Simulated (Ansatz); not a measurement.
`B[Si](Cl)(Cl)Cl` + `O[SiH3]` → `BO[SiH3]` + `Cl[SiH](Cl)Cl` at 298.15 K and 1 bar (cleavage of the B–Si bond).

Computed with Ansatz on PBE0-D4/def2-TZVP structures; ΔE is electronic, products minus reactants. CCSD(T)/CBS is the MP2 limit (def2-TZVPP, def2-QZVPP) plus CCSD(T) − MP2 in def2-TZVPP, frozen cores. This one scheme is used for every species.

| species | CCSD(T)/CBS energy (Eh) | H − E (kJ/mol) | S (J/(mol·K)) |
| --- | --- | --- | --- |
| `B[Si](Cl)(Cl)Cl` | -1694.53226 | 89.9 | 369.4 |
| `O[SiH3]` | -366.69042 | 113.6 | 257.8 |
| `BO[SiH3]` | -392.11480 | 149.0 | 292.2 |
| `Cl[SiH](Cl)Cl` | -1669.16736 | 53.3 | 314.4 |

H − E and S are ideal-gas, rigid-rotor, harmonic terms from PBE0-D4/def2-TZVP. 1 Eh = 2625.50 kJ/mol, R = 8.31446 J/(mol·K).

Q: By hand: ΔE, ΔH, ΔS and ΔG.

A: ΔE = (-392.11480) + (-1669.16736) − (-1694.53226) − (-366.69042) = -0.05948 Eh = -156.2 kJ/mol. Δ(H − E) = 149.0 + 53.3 − 89.9 − 113.6 = -1.2, so ΔH = -157.4 kJ/mol. ΔS = 292.2 + 314.4 − 369.4 − 257.8 = -20.6 J/(mol·K). ΔG = -157.4 − 298.15 × (-20.6)/1000 = -151.3 kJ/mol.

Q: By hand: the equilibrium constant, and the temperature at which ΔG would vanish if ΔH and ΔS stayed fixed.

A: log₁₀ K = −ΔG/(RT ln 10) = 26.5. ΔG = 0 at ΔH/ΔS = 7641 K, far beyond where these terms or the molecules hold.

ΔH outweighs TΔS. A doubt of 5 kJ/mol in ΔE shifts log₁₀ K by 0.9 here. These are equilibria of isolated gas molecules and say nothing of rates. Largest T1 diagnostic: 0.013 (customary marks: 0.02 for closed shells, 0.045 for open ones).
